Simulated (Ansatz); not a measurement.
Gas-phase reaction in SMILES: [CH2]OB(N)N → COB([NH])N
Structures are relaxed separately at B3LYP-D3(BJ)/def2-TZVP in Ansatz (an electronic-structure program), one conformer each, not searched for the lowest. Frequencies are from Ansatz.

Property: isomerisation energy (0 K, with B3LYP-D3(BJ) harmonic zero-point energies), in kcal/mol. Correlated levels leave the core frozen unless marked. Open shells are spin-unrestricted. No spin-orbit coupling. No relativistic terms. CBS marks a two-point X^-3 extrapolation of the correlation energy; Hartree-Fock from the larger set. [CCSD(T)-MP2]/basis is that difference in the basis named.

| level | program | isomerisation energy (kcal/mol) |
|---|---|---|
| B3LYP-D3(BJ)/def2-TZVPD | Ansatz + dftd3 | 16.8 |
| PBE0/6-31G* | Ansatz | 13.5 |
| BHLYP-D3(BJ)/def2-TZVPD | Ansatz + dftd3 | 15.3 |
| B2GP-PLYP-D4/def2-TZVPD | Ansatz + dftd4 | 17.2 |
| CCSD(T)/cc-pwCVTZ | Ansatz | 15.7 |
| RI-MP2/CBS(cc-pVTZ,cc-pVQZ)+[CCSD(T)-MP2]/cc-pVQZ | Ansatz | 17.1 |
| CCSD(T)/CBS(cc-pVTZ,cc-pVQZ) | Ansatz | 17.1 |
